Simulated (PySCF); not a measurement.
Compound: C₅H₁₂OP₂.
Atom-mapped SMILES: `[OH:1][CH2:2][P:3]([CH2:4][PH2:5])[CH:6]1[CH2:7][CH2:8]1`

Structure used (GFN2-xTB), in Å, numbered top down from 1:
```
atom  x, y, z in Å
O1    -1.726    2.684   -0.069
C2    -0.491    2.088    0.242
P3    -0.313    0.424   -0.610
C4    -1.603   -0.479    0.379
P5    -1.545   -2.278   -0.105
C6     1.174   -0.154    0.291
C7     2.510   -0.030   -0.387
C8     1.882   -1.373   -0.227
H9    -1.761    2.847   -1.019
H10    0.352    2.732   -0.052
H11   -0.473    1.965    1.329
H12   -1.395   -0.387    1.451
H13   -2.583   -0.046    0.163
H14   -2.805   -2.592    0.403
H15   -2.054   -2.079   -1.388
H16    1.140   -0.013    1.368
H17    2.536    0.401   -1.378
H18    3.368    0.218    0.218
H19    2.301   -2.060    0.493
H20    1.480   -1.857   -1.105
```

Definitions: NICS(0) = −σiso at the ring centroid; NICS(1) = −σiso and NICS(1)zz = −σzz at ±1 Å along the ring normal z. Level: GIAO PBE0/pcSseg-1 (PySCF, non-relativistic, gas phase) on the GFN2-xTB geometry, one conformer.

Ring bond lengths (Å), with Mayer bond orders in brackets: C6–C7 1.503 (0.94), C7–C8 1.491 (0.99), C8–C6 1.503 (0.94).

Problem. Give the NICS values of each ring in ppm.

Solution. 
```
    ring                                            type  NICS(0)  NICS(1), two faces  NICS(1)zz, two faces  rms pucker (Å)  centre to ring atoms, mean (Å)
C6–C7–C8  3-membered carbocycle; formal bonds all single    -44.0         -8.7 / -8.9         -24.1 / -22.1            0.00                            0.87
```

Problem. What can be read from them?

Solution. 
- C6–C7–C8: mean NICS(1)zz -23.1 ppm, shielded. C6, C7, C8 have four or more neighbours; no verdict on aromaticity is drawn. NICS(0) lies 35 ppm below the mean NICS(1).

Problem. At the second NICS(1) probe listed for ring C6–C7–C8, 1 Å off the ring, what do the in-plane components average?

Solution. The isotropic value is a third of the trace: (3 × -8.9 − (-22.1))/2 = -2.3 ppm.

Problem. How shielded are the nuclei of the rings and their hydrogens (means over atoms taken as equivalent)?

Solution. 
```json
{"atoms": "C6", "environment": "sp3 carbon bound to phosphorus", "σ isotropic (ppm)": "176.0", "principal values of the symmetric part, first atom (ppm)": "142.5, 159.5, 226.1"}
{"atoms": "C7 (×2)", "environment": "three-membered-ring carbon", "σ isotropic (ppm)": "180.8", "principal values of the symmetric part, first atom (ppm)": "150.9, 178.9, 217.7"}
{"atoms": "H16", "environment": "methine hydrogen", "σ isotropic (ppm)": "31.51", "principal values of the symmetric part, first atom (ppm)": "24.9, 29.3, 40.2"}
{"atoms": "H17 (×2)", "environment": "methylene hydrogen", "σ isotropic (ppm)": "31.36", "principal values of the symmetric part, first atom (ppm)": "25.2, 28.9, 40.5"}
{"atoms": "H18 (×2)", "environment": "methylene hydrogen", "σ isotropic (ppm)": "30.97", "principal values of the symmetric part, first atom (ppm)": "25.1, 26.4, 41.8"}
```

Cost: about 1.9 min of CPU time on one thread; the machine was shared, so the figure is rough. This is the whole shielding run at PBE0/pcSseg-1, SCF included.
